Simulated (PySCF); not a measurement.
PySCF input file for ClF₂HSeSi, SMILES F[Si](F)(Cl)[SeH], C-PCM-M06-2X/def2-SVP. The structure is a stationary point at r2SCAN-D4/def2-SVP. The structure was generated by enumeration, and PubChem lists no compound with its InChIKey, so it may never have been made. The values are those of a single conformer.

```python
import numpy as np
from pyscf import gto, scf, dft
from pyscf.solvent import pcm

mol = gto.M(
    atom='''
    F    -1.39238895   -0.92532959   -1.09874675
    Si   -0.59612069   -0.30254690    0.14867347
    F    -0.70208736   -1.35540104    1.35846134
    Cl   -1.53727970    1.39532904    0.77375646
    Se    1.51368923    0.01123203   -0.53848867
    H     1.86429750    0.65974965    0.73589486
    ''',
    basis='def2-SVP',
    charge=0,
    spin=0,
    max_memory=1600,
    verbose=3,
)
mf = dft.RKS(mol, xc='m06-2x').density_fit(auxbasis='def2-universal-jkfit')
mf.grids.level = 4
mf.conv_tol = 1e-9
mf.max_cycle = 100
mf.kernel()
res = {}
for name, eps in {'water': 78.355, '2-propanol': 19.264, 'ethylethanoate': 5.9867}.items():
    s = mf.PCM()
    s.with_solvent.method, s.with_solvent.eps, s.with_solvent.lebedev_order = 'C-PCM', eps, 29
    s.kernel(mf.make_rdm1())
    res[name] = (s.e_tot, eps, s.dip_moment(), s.mo_energy, s.converged)
    print(f'{name}: electrostatic solvation free energy {(s.e_tot - mf.e_tot) * 627.509474:.3f} kcal/mol')
```

Program output:

```
converged SCF energy = -3350.98337855302

WARN: PCM is an experimental feature. It is still in testing.
Features and APIs may be changed in the future.

converged SCF energy = -3350.98869358764
Dipole moment(X, Y, Z, Debye):  1.73674,  1.19297,  0.68494
water: electrostatic solvation free energy -3.335 kcal/mol

WARN: PCM is an experimental feature. It is still in testing.
Features and APIs may be changed in the future.

converged SCF energy = -3350.98845488489
Dipole moment(X, Y, Z, Debye):  1.71836,  1.18056,  0.67104
2-propanol: electrostatic solvation free energy -3.185 kcal/mol

WARN: PCM is an experimental feature. It is still in testing.
Features and APIs may be changed in the future.

converged SCF energy = -3350.98776896856
Dipole moment(X, Y, Z, Debye):  1.66641,  1.14572,  0.63234
ethylethanoate: electrostatic solvation free energy -2.755 kcal/mol
```

The calculation finished and met its thresholds.

Cost: around 60 core-seconds (rough).
